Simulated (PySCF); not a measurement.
# Ca (calcium, neutral) across methods

[Ar] 4s1 4p1, 4s spin antiparallel (an excited configuration). All numbers are calculated (PySCF 2.14, the spin-free X2C one-electron Hamiltonian (Gaussian nucleus), in aug-cc-pVTZ-X2C (7s6p4d2f, 59 functions)). The B2PLYP total includes its PT2 part (frozen core); its orbital energies are those of the SCF part.

```json
{"method": "BHandHLYP", "E (hartree)": "-680.385", "mean ε 3p α (eV)": "-33.895", "mean ε 4s β (eV)": "-5.595", "mean ε 4p α (eV)": "-2.682", "Σ⟨r²⟩ (bohr²)": "66.29", "⟨S²⟩": "1.000"}
{"method": "B2PLYP", "E (hartree)": "-680.170", "mean ε 3p α (eV)": "-33.962", "mean ε 4s β (eV)": "-5.582", "mean ε 4p α (eV)": "-2.666", "Σ⟨r²⟩ (bohr²)": "67.47", "⟨S²⟩": "1.000"}
{"method": "PBE0", "E (hartree)": "-680.201", "mean ε 3p α (eV)": "-31.690", "mean ε 4s β (eV)": "-5.089", "mean ε 4p α (eV)": "-2.538", "Σ⟨r²⟩ (bohr²)": "64.86", "⟨S²⟩": "1.000"}
{"method": "LDA", "E (hartree)": "-678.503", "mean ε 3p α (eV)": "-29.327", "mean ε 4s β (eV)": "-4.616", "mean ε 4p α (eV)": "-2.055", "Σ⟨r²⟩ (bohr²)": "64.06", "⟨S²⟩": "1.000"}
{"method": "PBE", "E (hartree)": "-680.160", "mean ε 3p α (eV)": "-29.252", "mean ε 4s β (eV)": "-4.473", "mean ε 4p α (eV)": "-2.155", "Σ⟨r²⟩ (bohr²)": "63.96", "⟨S²⟩": "1.000"}
{"method": "r2SCAN", "E (hartree)": "-680.338", "mean ε 3p α (eV)": "-30.111", "mean ε 4s β (eV)": "-4.689", "mean ε 4p α (eV)": "-2.212", "Σ⟨r²⟩ (bohr²)": "64.90", "⟨S²⟩": "1.000"}
{"method": "HSE06", "E (hartree)": "-680.224", "mean ε 3p α (eV)": "-31.251", "mean ε 4s β (eV)": "-4.756", "mean ε 4p α (eV)": "-2.224", "Σ⟨r²⟩ (bohr²)": "64.90", "⟨S²⟩": "1.000"}
{"method": "UHF", "E (hartree)": "-679.56001", "mean ε 3p α (eV)": "-37.890", "mean ε 4s β (eV)": "-6.502", "mean ε 4p α (eV)": "-3.130", "Σ⟨r²⟩ (bohr²)": "73.08", "⟨S²⟩": "1.000"}
{"method": "PW91", "E (hartree)": "-680.384", "mean ε 3p α (eV)": "-29.310", "mean ε 4s β (eV)": "-4.511", "mean ε 4p α (eV)": "-2.166", "Σ⟨r²⟩ (bohr²)": "63.91", "⟨S²⟩": "1.000"}
```

With the s spin flipped the determinant is a mixture of two multiplicities, not a spectroscopic state.
